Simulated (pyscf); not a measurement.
# H₂N–Si(OH)(OH)–OH, singlet

Gas-phase minimum from PySCF at ωB97X-D3(BJ)/def2-SVP, one conformer. 

```xyz
10

N     -0.6583    -1.9518    -1.4285
Si    -0.3868    -0.6317    -0.3772
O      1.2372    -0.2743    -0.3483
O     -1.3659     0.5622    -0.9755
O     -0.7543    -0.8223     1.2322
H     -1.5691    -2.0623    -1.8595
H     -0.1906    -2.8408    -1.2964
H      1.6626    -0.2656    -1.2118
H     -1.6660     1.1921    -0.3124
H      0.0115    -0.8218     1.8155
```

Bonds (Å): N1–Si2 1.709, N1–H6 1.014, N1–H7 1.013, Si2–O3 1.663, Si2–O4 1.656, Si2–O5 1.662, O3–H8 0.963, O4–H9 0.963, O5–H10 0.963. Angles (°): Si2–N1–H6 119.2, Si2–N1–H7 121.6, H6–N1–H7 112.0, N1–Si2–O3 109.4, N1–Si2–O4 103.9, N1–Si2–O5 118.2, O3–Si2–O4 115.4, O3–Si2–O5 102.9, O4–Si2–O5 107.6, Si2–O3–H8 114.7, Si2–O4–H9 114.0, Si2–O5–H10 114.3.

Properties at ωB97X-D3(BJ)/def2-SVP:

| Quantity | Value |
|---|---|
| Harmonic wavenumbers, unscaled | 130, 218, 243, 259, 301, 336, 353, 363, 402, 415, 765, 796, 827, 836, 846, 924, 988, 1004, 1546, 3635, 3733, 3936, 3937, 3941 cm⁻¹ |
| Zero-point energy | 43.9 kcal/mol |
| Rotational symmetry number | 1 |
| Entropy of this conformer at 298 K and 1 atm, rigid rotor and harmonic oscillator, modes under 100 cm⁻¹ raised to 100 | 343.9 J/(mol K) |
| Dipole moment | 1.08 D |

Single-point totals, which compare only within one level:

| level | total energy (hartree) |
|---|---|
| ωB97X-D3(BJ)/def2-TZVP | -573.34276 |
| PBE/def2-TZVP | -572.80701 |
| r²SCAN/def2-TZVP | -573.10352 |
| B3LYP-D3(BJ)/def2-TZVP | -573.30003 |
| PBE0-D3(BJ)/def2-TZVP | -572.84493 |
| M06-2X/def2-TZVP | -573.14699 |
| ωB97M-D3(BJ)/def2-TZVP | -573.37602 |

Soft torsions are taken as harmonic, which can shift the entropy by several J/(mol K).
